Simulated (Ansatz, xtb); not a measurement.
# Isomers of FH3Se3Sn in order of energy

5 gas-phase structures of FH3Se3Sn, from a drawn sample of its isomers (lower ones may exist). Each was relaxed with GFN2-xTB; where two conformers were screened, the lower at r2SCAN-D4/def2-SVP is listed:

A. `F[Se][Se][SnH2][SeH]`, a singlet
B. `[F][Sn]([SeH])([SeH])[SeH]`, a singlet
C. `F[Se][Se][Se][SnH3]`, a singlet
D. `[F][Sn@H]([SeH])[Se][SeH]`, a singlet
E. `F[Se][SnH]([SeH])[SeH]`, a singlet

Task: Estimate their order in r2SCAN-D4/def2-SVP energy at these geometries, lowest first.

Result: Calculated order at r2SCAN-D4/def2-SVP: B (0.0), D (86.4), E (177.5), A (221.6), C (272.6) kJ/mol.

Energies above the lowest of each column, in kJ/mol; the last columns are at PBE0-D4/def2-SVP geometries and were run for some of them only (a dash: not run or not comparable):

```csv
structure,GFN2-xTB,HF/STO-3G,r2SCAN-D4/def2-SVP,PBE0-D4/def2-SVP,CCSD(T)/def2-SVP + ΔMP2/def2-TZVPP
B,0.0,0.0,0.0,0.0,0.0
D,34.1,113.2,86.4,78.1,78.8
E,104.8,87.7,177.5,–,–
A,96.2,173.9,221.6,–,–
C,113.9,213.6,272.6,–,–
```

Every level run on B puts it lowest or level with the lowest. Flexible structures stand in one conformer each, not always the lowest. Frequencies (GFN2-xTB) were run for B, D alone. Atoms past krypton carry core potentials in the def2 sets, without spin–orbit terms. ΔMP2 is the change of the MP2 energy from the smaller to the larger basis.

Over these structures GFN2-xTB departs from r2SCAN-D4/def2-SVP by 48.2 kJ/mol on average once a common shift is removed. A GFN2-xTB relaxation took about 0.21 s and the r2SCAN-D4/def2-SVP energy about 2.1 s on a shared host (Ansatz 0.2.0, xtb 6.7.1).
